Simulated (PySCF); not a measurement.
Species: [AlBrH3]- (charge -1).
Geometry (PBE0-D3(BJ)/def2-SVP, Å), atoms numbered from 1 in this order:
```
atom  x, y, z in Å
Al1   -0.0019    0.0027   -0.1928
Br2    0.0203   -0.0293    2.2259
H3     1.5510    0.0140   -0.6916
H4    -0.7890    1.3550   -0.6536
H5    -0.7804   -1.3424   -0.6879
```

Theory: PySCF, PBE0-D3(BJ)/def2-SVP geometry optimisation, gas phase.

Problem. Which atoms are bound to Al1, and at what distances?

Solution. 4 atoms: H3 1.631 Å, H5 1.631 Å, H4 1.631 Å, Br2 2.419 Å.

Problem. List the angles at Al1.

Solution. 
```csv
angle,degrees,distance of the outer atoms (Å)
H4–Al1–H5,111.6,2.70
H3–Al1–H5,111.6,2.70
H3–Al1–H4,111.5,2.70
Br2–Al1–H4,107.3,3.30
Br2–Al1–H3,107.3,3.29
Br2–Al1–H5,107.3,3.29
```

Problem. What is the shape at Al1?

Solution. Tetrahedral: angles from 107.3° to 111.6°; τ4 = (360° − α − β)/141° = 0.97 with α and β the two widest (0 for a square, 1 for a tetrahedron).

Problem. What are the rotational constants (commonest isotopes, rigid rotor)?

Solution. A = 68917, B = 3697, C = 3697 MHz: a prolate symmetric top.

Point group: C3v (every atom within 0.08 Å of its image). Charge -1, singlet. The geometry's basis has no diffuse functions, a weakness for an anion. Stationary, but not proved a minimum.
